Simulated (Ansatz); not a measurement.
```xyz
2

B     0.0149   -0.0141   -0.1631
H     0.0091    0.0172    1.0897
```

Basis set: aug-cc-pVDZ (spherical functions). Frozen core: 1 orbital. Charge 0, multiplicity 1.

Computed with Ansatz (development build ahead of 0.2.0); each method stands on the lowest determinant of its kind that the runs found. Restricted open shells among the atoms or ions are ROHF, correlated in semicanonical orbitals with singles.

(1) Give the atomization energy at this shape (free ground-state atoms in the same class of orbitals less the molecule, no zero-point energy) of singlet BH by RHF-MP2, RHF.

Answers

(1)

| method | atomization energy |
| --- | --- |
| RHF-MP2 | 76.57 kcal/mol |
| RHF | 62.79 kcal/mol |
